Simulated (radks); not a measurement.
Q: These are the eigenvalues of the occupied orbitals of an atom or ion with whole-number occupations (hartree). Calculated with a radial shooting solver on a logarithmic mesh with Libxc functionals: scalar-relativistic Kohn-Sham, revPBE, spin-polarised, spherical densities, finite nucleus; Fermi nuclear charge, rms radius of each element as measured or else 0.836 A^(1/3) + 0.57 fm.

| orbital | eigenvalue |
|---|---|
| 1s down | -327.8956 |
| 1s up | -327.8953 |
| 2s up | -41.73400 |
| 2s down | -41.65729 |
| 2p up | -36.36576 |
| 2p down | -36.30863 |
| 3s up | -6.81725 |
| 3s down | -6.67087 |
| 3p up | -5.22845 |
| 3p down | -5.08402 |
| 3d up | -2.66419 |
| 3d down | -2.52219 |

Which element is it, and in what charge state? The configuration may be excited. Open shells, if any, are filled with parallel spins first.

A: Z = 29, copper, charge +4: Cu4+ in [Ar] 3d7. The list shows which subshells hold electrons but not how many an open one holds; the 1s level, -327.9 hartree, gives Z - s = 25.6 by -(Z - s)^2/2, which with screening and relativity narrows Z to a few neighbours, and the depths of the outer levels then fix element, charge and occupations together.
